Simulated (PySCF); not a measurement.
# Reading the logs of faulty runs: GeH4NOSi cation

All numbers below are calculated, not measured. The program is PySCF 2.14.0, an open-source quantum chemistry code, run on an isolated molecule that a program drew, which may never have been made. The molecule is GeH4NOSi cation (charge +1, singlet), drawn as the SMILES string `[O]=[GeH][NH][SiH2+]`.

Each row is a Hartree-Fock (HF) and frozen-core CCSD(T) single point in the cc-pV(D+d)Z basis, meant for a local HF minimum. Run 1 is clean. Each other run has one planted mistake out of seven kinds, and not every kind appears here: one electron removed, one electron added, multiplicity raised by two, geometry at a saddle point, minimal basis STO-3G, one bond length entered in bohr, all coordinates scaled. The reference is restricted for singlets and unrestricted otherwise, and also for a bond in bohr. Adding or removing an electron swaps singlet and doublet. Electrons count all cores. HOMO and LUMO are orbital energies over both spins, the gradient is its largest component, and the lowest frequency (negative if imaginary) is given only where the gradient is small. Bond lengths are over the 7 bonds as drawn. T1 is the CCSD diagnostic: over 0.02 (restricted) or 0.045 (unrestricted) a single reference is doubtful. Germanium has the cc-pVDZ-PP basis, with a core potential (ECP10MDF) in place of its 10 inner electrons, and its 3s, 3p and 3d shells are frozen in CCSD(T).

Geometry of the clean run:
```xyz
8
GeH4NOSi cation, angstrom
O     0.3171    2.2703    1.5263
Ge    1.4869    1.1706    1.5042
N     1.3689    0.1668   -0.0930
Si    0.2021    0.4660   -1.2163
H     2.6446    0.6651    2.3190
H     2.0333   -0.5733   -0.2703
H    -0.7680    1.5248   -0.9877
H     0.1910   -0.3616   -2.4181
```

```
run,electrons,basis functions,<S^2>,HOMO (eV),LUMO (eV),gradient (hartree/bohr),lowest frequency (cm^-1),mean bond (Å),longest bond (Å),T1,HF (hartree),CCSD(T) (hartree),mistake
1,64,94,0.000,-16.16,-4.56,2.2e-05,139,1.5100,1.890,0.0269,-713.67212,-714.25377,no fault
2,63,94,0.758,-23.88,-10.39,1.1e-01,-,1.5100,1.890,0.0205,-713.20181,-713.71380,one electron removed
3,65,94,0.767,-6.01,1.57,7.2e-02,-,1.5100,1.890,0.0260,-713.86506,-714.45924,one electron added
4,64,94,2.054,-10.94,-4.30,1.4e-01,-,1.5100,1.890,0.0412,-713.57910,-714.11126,multiplicity raised by two
5,64,94,0.000,-16.07,-4.58,1.4e-02,-,1.5281,1.913,0.0281,-713.67075,-714.25651,all coordinates scaled
6,64,94,1.020,-14.85,-4.72,9.0e-02,-,1.7010,2.841,0.0635,-713.58807,-714.13998,?
```

**Which mistake was planted in run 6, and what did it cost?**

The mean bond changes by a factor of 1.126 and the longest by 1.503, so the molecule wasn't scaled as a whole. A length L in bohr read as angstrom grows by (1/0.5292 - 1) L = 0.890 L. The 7 bonds together grew by 7 x 0.1910 = 1.337 Å, which gives L = 1.503 Å. That is bond Ge2-H5, 1.503 Å in the clean geometry. So the mistake is: one bond length entered in bohr. Subtracting run 1 and multiplying by 627.51 kcal/mol a hartree, the energy moved by 52.7 kcal/mol in HF and 71.4 kcal/mol in CCSD(T).

Cautions from the logs. Run 1: T1 is over the limit, so its CCSD(T) energy is less reliable; run 5: T1 is over the limit, so its CCSD(T) energy is less reliable; run 6: T1 is over the limit, so its CCSD(T) energy is less reliable.
